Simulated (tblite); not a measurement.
C6H10NO (doublet state).
Cartesian coordinates in Å at the GFN2-xTB level; atoms count from 1:
```
atom  x, y, z in Å
C1     2.3393   -0.9562    0.6125
C2     1.4561   -0.0520    0.0705
C3     1.7270    0.7179   -1.0385
C4     0.1544    0.1810    0.7954
O5     0.1260    0.7928    1.8466
N6    -0.9598   -0.3120    0.2080
C7    -0.9846   -1.0837   -1.0067
C8    -2.2476   -0.0800    0.8191
H9     2.0974   -1.5027    1.5052
H10    3.3022   -1.1252    0.1626
H11    2.6830    0.6621   -1.5290
H12    1.0083    1.4190   -1.4221
H13   -1.5312   -2.0158   -0.8380
H14    0.0254   -1.3216   -1.3300
H15   -1.4909   -0.5282   -1.8026
H16   -2.7198   -1.0280    1.0879
H17   -2.9018    0.4597    0.1305
H18   -2.0922    0.5146    1.7170
```

Computed with GFN2-xTB (tblite): harmonic, unscaled wavenumbers at the GFN2-xTB geometry, gas phase. The method is semi-empirical: single wavenumbers can be off by several per cent or more. One conformer, not necessarily the lowest. Open shells enter through the occupations alone, without spin polarisation, and single modes of such species can be off by tens of per cent.

Harmonic wavenumbers (cm⁻¹): 30.6, 89.6, 108.6, 153.7, 185.1, 214.2, 264.9, 323.7, 330.8, 391.9, 445.6, 516.6, 552.7, 615.6, 691.2, 751.2, 760.6, 771.4, 946.6, 963.6, 1026.1, 1045.0, 1094.0, 1117.7, 1128.0, 1264.4, 1338.2, 1358.1, 1391.3, 1401.0, 1427.6, 1452.8, 1461.2, 1467.1, 1469.8, 1479.4, 1499.4, 1714.5, 2937.6, 2957.9, 2965.1, 2977.4, 3039.8, 3050.2, 3107.7, 3111.1, 3148.9, 3157.1.

A = 3159, B = 1642, C = 1344 MHz; mass 112.076 u (most abundant isotopes); point group C1, symmetry number 1; spin multiplicity 2.

Problem. Zero-point energy?

Solution. ½Σν̃ = 31848 cm⁻¹ = 380.99 kJ/mol.

Problem. Entropy at 298.15 K, 1 bar (ideal gas, RRHO, classical rotation)?

Solution. Translation 167.71, rotation 118.09, vibration 121.50, spin (R ln 2) 5.76: S = 413.1 J/(mol K).

Problem. And Cp and H(298.15 K) − H(0)?

Solution. Cp = 155.64 J/(mol K), of which vibrations give 122.38 (their classical limit is 48 R = 399.1); H(298.15 K) − H(0) = 28.78 kJ/mol without the zero-point energy, 18.86 from vibrations.

Problem. What must be added to the electronic energy to get the Gibbs energy at 298.15 K and 1 bar?

Solution. ZPE + [H(298.15 K) − H(0)] − T·S = 380.99 + 28.78 − 123.16 = 286.61 kJ/mol.

Problem. Which modes carry the vibrational entropy at 298.15 K?

Solution. 30.6 cm⁻¹: 24.23; 89.6 cm⁻¹: 15.35; 108.6 cm⁻¹: 13.78; 153.7 cm⁻¹: 10.99; 185.1 cm⁻¹: 9.52; 214.2 cm⁻¹: 8.40 J/(mol K); the other 42 give 39.24 together.

Problem. How do the functions run with temperature in this model?

Solution. 
```
T (K)  S (J/(mol K))  Cp (J/(mol K))  H − H(0) (kJ/mol)  G − H(0) (kJ/mol)  ln q(vib)
  150          327.6            99.2               9.88             -39.27       3.16
  250          387.3           137.5              21.72             -75.10       5.77
  400          464.0           192.5              46.54            -139.08       9.58
  600          553.8           251.0              91.21            -241.07      14.46
  900          667.4           308.8             175.87            -424.82      21.28
```

q(vib) and H(0) count from the zero-point level.

Hindered rotation and anharmonicity are outside this model. Other conformers, if any are populated, would add a mixing term that is left out. The structure is chiral; the term R ln 2 for an equal mix with its mirror image is left out.

Time: 0.45 s wall. Hardware: one thread of an Arm Neoverse V2, no GPU, shared host with 96 logical CPUs at a one-minute load of 30. The figure is for the frequency step alone.
